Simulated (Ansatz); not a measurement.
Wavefunction ladder for CH6O4Ti (`C[O][Ti]([OH])([OH])[OH]`)

```xyz
12

C     1.977   -0.889   -0.169
O     0.659   -0.684    0.232
Ti   -0.857    0.219    0.059
O    -2.101   -0.910   -0.619
O    -1.385    0.885    1.651
O    -0.625    1.613   -1.063
H     2.068   -1.859   -0.668
H     2.638   -0.885    0.704
H     2.305   -0.106   -0.861
H    -2.984   -0.699   -0.928
H    -1.044    0.762    2.537
H    -0.650    2.552   -0.873
```

Charge 0, multiplicity 1. Correlated methods include outer-core shells of Ti, which these sets cover unevenly. Scalar relativity is left out up to krypton. Geometry: relaxed with PBE0-D4/def2-TZVP. It is one conformer, not always the lowest. Frozen core, restricted reference, Ansatz.

| basis | HF (Eh) | MP2 corr. |
| --- | --- | --- |
| def2-SVP | -1189.02114 | -1.21260 |
| def2-TZVPP | -1189.57244 | -1.57618 |
| def2-QZVPP | -1189.60371 | -1.70125 |

Question: Estimate the CCSD correlation energy and the (T) correction in each basis where they were run (hartree).

Answer: 
```json
{"basis": "def2-SVP", "CCSD corr.": "-1.23288", "(T)": "-0.04547"}
```
